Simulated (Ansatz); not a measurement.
Consider the ligand exchange at a Ge–N bond: `O[SiH](F)[NH][GeH3]` + H₂S → `[SH][GeH3]` + `N[SiH](O)F`.

Gas-phase electronic energies from Ansatz, PBE0-D4/def2-TZVP geometries. CCSD(T)/CBS is the MP2 limit (def2-TZVPP, def2-QZVPP) plus CCSD(T) − MP2 in def2-TZVPP, frozen cores. This one scheme is used for every species. Functionals use def2-TZVPP. For Ge outer-core shells are correlated without core-valence functions, which leaves a few kJ/mol of doubt a bond. Scalar relativity is left out up to krypton. One conformer a species, not always the lowest.

| level | ΔE (kJ/mol) |
| --- | --- |
| revPBE-D4 | -40.3 |
| SCS-MP2/def2-QZVPP | -31.6 |

Task: What does CCSD(T)/CBS give? (Best estimate.)

Result: Ansatz gave: -33.4 kJ/mol. The listed levels differ from it by -6.9, 1.8 kJ/mol.

Largest T1 diagnostic among the species: 0.012.

The D4 term adds +5.5 kJ/mol with B3LYP and +3.3 kJ/mol with PBE0; it sums over pairs of atoms, weighted by their polarisabilities, and B3LYP, whose exchange is more repulsive, gets the larger term. Leaving LDA and LC-ωPBE aside and taking each functional with its dispersion term where it has one, the values, not all of them listed here, spread over 9.4 kJ/mol, from PBE-D4 to CAM-B3LYP-D4. LDA lies +4.9 kJ/mol from PBE without D4.

B3LYP here is the variant with VWN-RPA as its local correlation; programs differ in this.
